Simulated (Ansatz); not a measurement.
Reaction: CH4BF (SMILES CBF) → CH3BF (SMILES C[B]F, doublet) + H (doublet) (the B-H bond breaks)
Each species at its own B3LYP-D3(BJ)/def2-TZVP minimum (Ansatz, a first-principles code).

Total energies in hartree (Ansatz). UHF or UKS for unpaired electrons; spin-orbit terms are left out. Cores are frozen in correlated methods. No relativity. Where a partner has so few electrons that a lower coupled-cluster level is exact, that level stands in.

```tsv
species	HF/cc-pVTZ	CCSD(T)/cc-pVTZ	HF/cc-pVQZ	CCSD(T)/cc-pVQZ	CCSD(T)/cc-pVDZ	CCSDT(Q)/cc-pVDZ
1: CH4BF (SMILES CBF)	-164.44249	-165.01626	-164.45491	-165.06705	-164.84177	-164.84321
2: CH3BF (SMILES C[B]F, doublet)	-163.80194	-164.34170	-163.81455	-164.39165	-164.17163	-164.17316
3: H (doublet)	-0.49981	-0.49981	-0.49995	-0.49995	-0.49928	-0.49928
```

Problem. Work out the bond dissociation energy (electronic) in kcal/mol: take Hartree-Fock from cc-pVQZ, extrapolate the CCSD(T) correlation energy as X^-3 (X = 3, 4), and add CCSDT(Q) - CCSD(T) in cc-pVDZ. 1 hartree = 627.51 kcal/mol.

Solution. 
Species 1: correlation (64·(-0.61214) - 27·(-0.57377))/37 = -0.64014; step -0.00144; E1 = -164.45491 + (-0.64014) + (-0.00144) = -165.09649
Species 2: correlation (64·(-0.57710) - 27·(-0.53976))/37 = -0.60435; step -0.00153; E2 = -163.81455 + (-0.60435) + (-0.00153) = -164.42043
Species 3: correlation (64·(0.00000) - 27·(0.00000))/37 = 0.00000; step +0.00000; E3 = -0.49995 + (0.00000) + (+0.00000) = -0.49995
-1·E1 +1·E2 +1·E3 = 0.17611 hartree = 110.5 kcal/mol.
